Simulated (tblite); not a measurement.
Species: C₂H₆Cl₃Si₂ (doublet state).
Numbering: `[SiH3:1][CH2:2][Si:3]([Cl:4])[CH:5]([Cl:6])[Cl:7]` (hydrogens: H8, H9, H10 on Si1; H11, H12 on C2; H13 on C5)

Geometry (GFN2-xTB, Å), atoms numbered from 1 in this order:
```
atom  x, y, z in Å
Si1   -1.6422    0.4132    0.6625
C2    -0.6351    0.7415   -0.9456
Si3    0.8145   -0.4312   -1.2735
Cl4    0.2051   -2.3374   -1.6304
C5     1.9954   -0.5309    0.2636
Cl6    1.2461   -1.4795    1.5930
Cl7    2.3508    1.1086    0.8449
H8    -1.9952   -1.0032    0.7338
H9    -0.8553    0.8404    1.8149
H10   -2.8564    1.2275    0.5632
H11   -0.2715    1.7677   -0.9127
H12   -1.3169    0.6877   -1.7942
H13    2.9562   -1.0038    0.0629
```

Computed values, GFN2-xTB/tblite, gas phase, harmonic and unscaled. The method is semi-empirical: single wavenumbers can be off by several per cent or more. Modes of hydrogen on silicon can be 10 to 20 % off. One conformer, not necessarily the lowest. Open shells enter through the occupations alone, without spin polarisation, and single modes of such species can be off by tens of per cent.

Harmonic wavenumbers (cm⁻¹): 39.1, 49.2, 86.5, 92.7, 121.6, 167.5, 178.4, 196.6, 254.9, 330.5, 452.7, 492.7, 518.3, 577.1, 622.2, 658.2, 692.4, 724.5, 759.8, 779.9, 792.9, 812.3, 1021.7, 1118.9, 1131.4, 1156.0, 1437.7, 2251.1, 2284.1, 2304.3, 2949.4, 2985.8, 2996.4.

A = 1037, B = 825.8, C = 679.6 MHz; mass 190.907 u (most abundant isotopes); point group C1, symmetry number 1; spin multiplicity 2.

Zero-point energy?

½Σν̃ = 15518 cm⁻¹ = 185.64 kJ/mol.

What is S at 500 K and 1 bar for an ideal gas of classical rigid rotors and harmonic oscillators?

Translation 185.10, rotation 134.86, vibration 228.00, spin (R ln 2) 5.76: S = 553.7 J/(mol K).

And Cp and H(500 K) − H(0)?

Cp = 208.56 J/(mol K), of which vibrations give 175.31 (their classical limit is 33 R = 274.4); H(500 K) − H(0) = 69.84 kJ/mol without the zero-point energy, 53.21 from vibrations.

Blend soft modes into free rotors: weight 1/[1 + (100 cm⁻¹/ν̃)⁴] for the oscillator and the rest for a rotor with moment μB/(μ + B), μ = h/(8π²ν), B = 10⁻⁴⁴ kg m². What vibrational entropy results?

204.62 J/(mol K) in place of 228.00, which changes −T·S at 500 K by +11.69 kJ/mol.

What must be added to the electronic energy to get the Gibbs energy at 500 K and 1 bar?

ZPE + [H(500 K) − H(0)] − T·S = 185.64 + 69.84 − 276.86 = -21.38 kJ/mol.

How do the functions run with temperature in this model?

| T (K) | S (J/(mol K)) | Cp (J/(mol K)) | H − H(0) (kJ/mol) | G − H(0) (kJ/mol) | ln q(vib) |
| --- | --- | --- | --- | --- | --- |
| 100 | 323.8 | 91.1 | 6.30 | -26.08 | 2.63 |
| 200 | 399.0 | 129.9 | 17.37 | -62.43 | 6.03 |
| 300 | 458.4 | 164.0 | 32.13 | -105.38 | 9.12 |
| 800 | 660.3 | 244.1 | 138.29 | -389.96 | 21.57 |
| 1000 | 716.4 | 258.8 | 188.65 | -527.79 | 25.53 |

q(vib) and H(0) count from the zero-point level.

Hindered rotation and anharmonicity are outside this model. Other conformers, if any are populated, would add a mixing term that is left out. The structure is chiral; the term R ln 2 for an equal mix with its mirror image is left out.
